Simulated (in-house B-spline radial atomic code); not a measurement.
Settings and results of a run for Sr⁵⁺ (an excited or competing configuration). All numbers are computed (scalar-relativistic (X2C) PBE0, spin-polarised, spherical fractional occupations, exact exchange averaged over the configuration; Fermi nucleus of rms radius 4.224 fm) with a B-spline radial code for spherical atoms, not measured.

Command:
```bash
python run_scf.py task.json out
```
Settings (nuclear radius in fm, mass in u):
```
Z                38
configuration    [Ar] 3d9 4s2 4p3 4f1
hamiltonian      x2c
method           pbe0
spin_polarised   True
nucleus          fermi
rms_radius       4.224
atomic_mass      87.90561
speed_of_light   137.035999084
exact_exchange   averaged over the configuration
```

Output (hartree, bohr):
```
 radial grid: 67 intervals, B-splines of order 8, outer radius 18.2456 bohr

 iter        energy (Eh)    residual
    1       -3160.360439    4.30e-01
    2       -3164.027123    3.39e-01
    3       -3165.592579    6.90e-02
    4       -3165.666739    1.53e-02
    5       -3165.669409    8.27e-03
    6       -3165.670464    4.22e-04
    7       -3165.670467    5.93e-05
    8       -3165.670467    1.69e-06
    9       -3165.670467    6.32e-08

 total energy                     -3165.67047
 kinetic                            3261.3318
 electron-nucleus                  -7536.1912
 Hartree                            1211.3978
 exact exchange                      -24.9677
 exchange-correlation                -77.2412

 orbital      occ     eigenvalue          <r>       <r^2>       <1/r>       r_max
 1s up      1.000      -591.1027     0.038708  0.00203074     40.0619     0.02501
 1s down    1.000      -591.0811    0.0387068  0.00203061     40.0629     0.02501
 2s up      1.000       -83.8275      0.17199   0.0349389     8.89838       0.145
 2s down    1.000       -83.7552     0.171904   0.0349007     8.90264       0.145
 2p up      3.000       -74.8531     0.150188   0.0275993     8.51634      0.1159
 2p down    3.000       -74.7809     0.150114   0.0275673     8.51925      0.1159
 3s up      1.000       -16.0402     0.485839    0.270684     2.99338      0.4332
 3s down    1.000       -15.9192     0.486176    0.270913     2.98775      0.4336
 3p up      3.000       -13.1109     0.490323    0.280119     2.81351      0.4275
 3p down    3.000       -12.9733     0.491044    0.280776     2.80627      0.4282
 3d up      5.000        -8.2923     0.482397    0.281091     2.56762      0.3714
 3d down    4.000        -8.1799     0.482099    0.280345     2.56725       0.372
 4s up      1.000        -4.2091      1.22862     1.69628     1.10463       1.124
 4s down    1.000        -3.9416      1.23009     1.70446     1.10714       1.119
 4p up      3.000        -3.3784      1.33439     2.01164    0.999156       1.209
 4f up      1.000        -1.1821      2.33686     6.28577    0.504785       1.979
```

Run time, properties included: 0.44 s on 1 thread of Arm Neoverse N1 (shared host).

One-electron X2C: radii and densities carry no picture-change correction, so inner-shell <1/r> comes out high (for 1s by about 2 % at Z = 33, 5 % at 54, 10 % at 75, 30 % at 118) and <r> low.
